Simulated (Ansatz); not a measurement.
Basis sets compared for the cluster TiSi6⁺. Charge 1, multiplicity 2. Geometry PBE0-D4/def2-SVP. Ansatz on 4 threads of Arm Neoverse V1 on a shared host; times are rough, and most runs start from earlier orbitals.

Cartesian coordinates in Å:
```
Ti -1.0158 -1.6951 -0.1679
Si 0.8618 1.6149 1.7262
Si 0.6916 1.0821 -0.5831
Si 1.0802 -1.1075 -1.4309
Si -1.1831 0.5078 0.9566
Si 0.8999 -0.7548 1.0960
Si -1.3346 0.3527 -1.5969
```

At PBE0-D4/def2-SVP, PBE0-D4/def2-TZVP the charge 1 doublet is spin-contaminated (final ⟨S²⟩ up to 0.94, 0.75 for a pure state). The structure comes from a short search, and lower isomers may exist.

| level | functions | energy (Eh) | HOMO (eV) | LUMO (eV) | wall time |
| --- | --- | --- | --- | --- | --- |
| PBE-D4/def2-SVP | 139 | -2584.4375 | -9.34 | -9.02 | 8 s |
| PBE0-D4/def2-SVP | 139 | -2584.5694 | -10.06 | -8.23 | 14 s |

Problem. Estimate the rows for PBE-D4/def2-TZVP, PBE0-D4/def2-TZVP.

Solution. 
```csv
level,functions,energy (Eh),HOMO (eV),LUMO (eV),wall time
PBE-D4/def2-TZVP,267,-2585.1569,-9.19,-8.85,16 s
PBE0-D4/def2-TZVP,267,-2585.2847,-9.89,-8.01,2.2 min
```
